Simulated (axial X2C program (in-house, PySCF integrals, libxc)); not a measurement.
**Outer orbitals of CrBr at 2.348 Å, LDA**

All values were computed with an in-house relativistic program for diatomic molecules. Spin-free means the one-electron spin-free X2C Hamiltonian; two-component (2c) means X2C with spin–orbit coupling and atomic mean-field two-electron Coulomb and Gaunt terms, so the difference of the two also holds small scalar two-electron terms. Basis: Br dyall-cv3z [8s9p6d4f1g], Cr dyall-cv3z [9s10p6d3f2g] (cores contracted in-house); Gaussian nuclei, density fitting, unrestricted open shells. Masses: Br 78.918 u, Cr 51.941 u.

The distance is close to the 2c PBE0 minimum; the highest filled and lowest empty levels are listed.

Spin-free orbitals, state M_S = 5/2, Λ = 0 (beyond evenly filled blocks: σα, π+α, π-α, δ+α, δ-α) (Löwdin shares):

```
symmetry  occupied  ε (eV)              atomic character
      σβ       yes  -18.84    84% Br s, 7% Cr p, 6% Cr d
      σα       yes  -18.84    83% Br s, 7% Cr p, 6% Cr d
      σα       yes   -8.08  71% Br p, 14% Cr d, 10% Cr s
      σβ       yes   -7.70    81% Br p, 7% Cr s, 7% Cr d
     π-α       yes   -6.94   74% Br p, 22% Cr d, 3% Cr p
     π+α       yes   -6.94   74% Br p, 22% Cr d, 3% Cr p
     π-β       yes   -6.68    89% Br p, 7% Cr d, 4% Cr p
     π+β       yes   -6.68    89% Br p, 7% Cr d, 4% Cr p
      σα       yes   -5.23   58% Cr d, 38% Cr s, 3% Br p
     δ-α       yes   -5.10                     100% Cr d
     δ+α       yes   -5.10                     100% Cr d
     π-α       yes   -4.91   79% Cr d, 17% Br p, 4% Cr p
     π+α       yes   -4.91   79% Cr d, 17% Br p, 4% Cr p
      σα        no   -3.89  33% Cr s, 29% Cr p, 23% Cr d
      σβ        no   -3.06   75% Cr s, 12% Cr p, 9% Cr d
      σβ        no   -1.87   72% Cr d, 21% Cr p, 5% Br p
     π-β        no   -1.74    90% Cr d, 6% Cr p, 3% Br p
     π+β        no   -1.74    90% Cr d, 6% Cr p, 3% Br p
```

Spinors with spin–orbit coupling (state Ω = 5/2):

| ω | occupied | ε (eV) | atomic character | λ mixture |
| --- | --- | --- | --- | --- |
| 1/2 | yes | -18.85 | 83% Br s, 7% Cr p, 6% Cr d | 100% σ |
| -1/2 | yes | -18.85 | 84% Br s, 7% Cr p, 6% Cr d | 100% σ |
| 1/2 | yes | -8.11 | 72% Br p, 14% Cr d, 10% Cr s | 98% σ, 2% π |
| -1/2 | yes | -7.75 | 81% Br p, 7% Cr d, 7% Cr s | 93% σ, 7% π |
| -1/2 | yes | -7.02 | 76% Br p, 20% Cr d, 3% Cr p | 93% π, 7% σ |
| 3/2 | yes | -6.82 | 72% Br p, 24% Cr d, 3% Cr p | 100% π |
| 1/2 | yes | -6.81 | 88% Br p, 7% Cr d, 3% Cr p | 98% π, 2% σ |
| -3/2 | yes | -6.54 | 88% Br p, 8% Cr d, 4% Cr p | 100% π |
| 1/2 | yes | -5.22 | 58% Cr d, 38% Cr s, 3% Br p | 100% σ |
| -3/2 | yes | -5.12 | 100% Cr d | 100% δ |
| 5/2 | yes | -5.07 | 100% Cr d | 100% δ |
| -1/2 | yes | -4.94 | 81% Cr d, 15% Br p, 3% Cr p | 100% π |
| 3/2 | yes | -4.86 | 77% Cr d, 18% Br p, 4% Cr p | 100% π |
| 1/2 | no | -3.89 | 33% Cr s, 29% Cr p, 23% Cr d | 100% σ |
| -1/2 | no | -3.05 | 75% Cr s, 12% Cr p, 9% Cr d | 100% σ |
| -1/2 | no | -1.86 | 72% Cr d, 21% Cr p, 5% Br p | 100% σ |
| 1/2 | no | -1.76 | 90% Cr d, 5% Cr p, 3% Br p | 100% π |

(1) How does the gap between the highest filled and lowest empty level change from the spin-free to the 2c table?

Mulliken charges and populations of the two-component result (they depend on the basis, above all on diffuse functions):

Br -0.42 e (s 8.00 p 17.40 d 10.02), Cr 0.42 e (s 6.57 p 12.16 d 4.84). ⟨Lz⟩ = 0.00 ħ and ⟨Sz⟩ = 2.50 ħ (-0.03 and 2.53 on the two atoms), which add up to Ω.

The state is one determinant whose occupation by symmetry is held fixed; it was picked as the lowest of a PBE0 search that is not exhaustive. Density functionals use the spin component along the axis (collinear). With several unpaired electrons one determinant need not be a pure state. This is the top spin component of a Σ state; components of lower Ω are not single determinants and can lie lower.

Answers

(1) From 1.02 to 0.97 eV at LDA, a change of -0.05 eV.
